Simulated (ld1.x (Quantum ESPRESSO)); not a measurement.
oxygen: excitation energies, all-electron against RRKJ

- Element: O (Z = 8)
- Generator: ld1.x (Quantum ESPRESSO) 7.5
- Type: norm-conserving RRKJ (Kleinman–Bylander form)
- Functional: PBE
- Relativity: scalar-relativistic
- Frozen core: [He]
- Valence charge: 6
- Reference configuration: 2s2 2p1 (charge +3)
- Partial waves: 2s (bound): rc 0.85 bohr; 2p (bound): rc 0.90 bohr
- Local potential: all-electron potential smoothed inside 0.90 bohr (lloc = -1)
- Core correction: none

Energies are relative to the spin-unpolarised reference configuration 2s2 2p1; without spin polarisation the order of configurations can differ from experiment.

(1) Give the all-electron excitation energy and the error of the potential for: 2s2 2p4; 2s2 2p3; 2s2 2p2; 2s2 2p3.5; 2s2 2p4.3; 2s1 2p4; 2s2 2p0.

## Answers

(1)

```tsv
valence configuration	charge	ΔE all-electron (eV)	error AE − PS (meV)
2s2 2p4	0	-103.886	+183
2s2 2p3	+1	-87.455	+144
2s2 2p2	+2	-53.869	+64
2s2 2p3.5	+0.5	-97.600	+169
2s2 2p4.3	-0.3	-106.009	+186
2s1 2p4	+1	-72.227	+222
2s2 2p0	+4	76.905	+210
```

ld1.x printed “convergence not achieved” for 1 of the counted tests; its residual had stalled under 1e-8, short of the target of 1e-14.
